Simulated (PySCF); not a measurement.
## UHF on Ca⁺ (calcium, charge +1)

Configuration: [Ar] 3d1, 2D determinant (an excited configuration). All numbers are calculated (PySCF 2.14, the spin-free X2C one-electron Hamiltonian (Gaussian nucleus), in x2c-TZVPPall with one added diffuse shell each of s, p, d type (7s6p4d, 45 functions)).

```json
{
  "Total energy": "-679.344578 hartree",
  "One-electron energy": "-927.8200 hartree",
  "Hartree (Coulomb) energy": "283.9470 hartree",
  "Exchange energy": "-35.4716 hartree",
  "⟨S²⟩": "0.7504",
  "⟨L²⟩": "6.001",
  "Sum of ⟨r⟩": "15.43 bohr",
  "Sum of ⟨r²⟩": "24.56 bohr²",
  "Traceless quadrupole moment −½Σ⟨3z² − r²⟩ along its main axis": "2.44 e·bohr²",
  "Langevin diamagnetic susceptibility": "-19.4 ×10⁻⁶ cm³/mol"
}
```

| shell | electrons | mean orbital energy (hartree) | spread (hartree) | rms radius, mean of both spins (bohr) |
| --- | --- | --- | --- | --- |
| 1s β | 1 | -150.24153 | 0 | 0.0888 |
| 1s α | 1 | -150.24060 | 0 | 0.0888 |
| 2s α | 1 | -17.06593 | 0 | 0.393 |
| 2s β | 1 | -17.06179 | 0 | 0.393 |
| 2p α | 3 | -13.74436 | 0.00301 | 0.362 |
| 2p β | 3 | -13.74032 | 0.00857 | 0.362 |
| 3s α | 1 | -2.37702 | 0 | 1.25 |
| 3s β | 1 | -2.34710 | 0 | 1.25 |
| 3p α | 3 | -1.47722 | 0.01932 | 1.40 |
| 3p β | 3 | -1.43591 | 0.03626 | 1.40 |
| 3d α | 1 | -0.34173 | 0 | 2.92 |

Densities and radii are taken from the X2C orbitals without a picture-change correction, which distorts them close to the nucleus.

Spin-orbit constants ζ (cm⁻¹) from the X2C one-electron operator on these orbitals: bare nucleus, nucleus screened by l(l+1)(2l+1)/3 electrons, and screened by the Breit-Pauli mean field of the electrons.

| shell | bare | screened nucleus | mean field |
| --- | --- | --- | --- |
| 2p | 21390 | 19250 | 18270 |
| 3p | 2017 | 1815 | 1707 |
| 3d | 64.18 | 32.09 | 21.94 |

To first order the Landé constant is A = 21.94 cm⁻¹, so the lowest level has J = 3/2 and lies 0.00408 eV below the centre of the term.
